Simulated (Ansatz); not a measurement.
Reaction (substitution at a C–O bond): `COC1=C(F)C1` + `N[SiH2]N` → `CN[SiH2]N` + `OC1=C(F)C1`

Gas-phase electronic energies from Ansatz, PBE0-D4/def2-TZVP geometries. CBS: MP2 limit from def2 TZ/QZ plus the TZ coupled-cluster correction, frozen cores. This one scheme is used for every species. One conformer a species, not always the lowest.

`COC1=C(F)C1`:

Z-matrix (Å, degrees):
```
C
O 1 1.422
H 1 1.094 2 110.7
H 1 1.093 2 110.8 3 -121.7
H 1 1.088 2 106.3 3 119.0
C 2 1.321 1 114.6 3 70.1
C 6 1.281 2 152.6 1 -162.9
C 6 1.524 2 143.8 1 30.7
F 7 1.313 6 150.8 2 0.6
H 8 1.096 6 119.6 2 66.9
H 8 1.094 6 119.6 2 -80.5
```

`N[SiH2]N`:

Z-matrix (Å, degrees):
```
Si
N 1 1.711
N 1 1.711 2 108.5
H 1 1.493 2 103.5 3 -125.0
H 1 1.493 2 117.1 3 116.6
H 2 1.006 1 120.5 3 150.7
H 2 1.007 1 121.6 3 -58.1
H 3 1.006 1 120.5 2 150.7
H 3 1.007 1 121.6 2 -58.1
```

`CN[SiH2]N`:

Cartesian coordinates in Å:
```
C 1.286 -0.359 1.398
N 0.029 -0.014 0.774
Si -0.349 -0.229 -0.879
N -1.548 0.915 -1.306
H 1.565 0.374 2.162
H 2.077 -0.357 0.644
H 1.284 -1.351 1.867
H -0.738 0.078 1.421
H -0.958 -1.533 -1.282
H 0.977 -0.124 -1.559
H -2.238 0.693 -2.004
H -1.386 1.906 -1.236
```

`OC1=C(F)C1`:

Cartesian coordinates in Å:
```
O -0.613 0.345 -1.705
C -0.265 0.106 -0.445
C -0.436 -0.057 0.815
F -1.217 -0.098 1.872
C 0.971 -0.199 0.365
H -1.564 0.493 -1.748
H 1.695 0.600 0.556
H 1.429 -1.190 0.290
```

| species | MP2/CBS(def2) energy (Eh) |
| --- | --- |
| `COC1=C(F)C1` | -329.96724 |
| `N[SiH2]N` | -402.10168 |
| `CN[SiH2]N` | -441.32781 |
| `OC1=C(F)C1` | -290.74226 |

Q: Work out ΔE.

A: ΔE = (-441.32781) + (-290.74226) − (-329.96724) − (-402.10168) = -0.00115 Eh = -3.0 kJ/mol. CCSD(T)/CBS gives -2.0 kJ/mol.

Largest T1 diagnostic among the species: 0.012.

In def2-TZVPP, CCSD(T) changes the Hartree–Fock value by −4.1 kJ/mol (the triples alone add +0.6 kJ/mol) and MP2 by −5.1 kJ/mol.
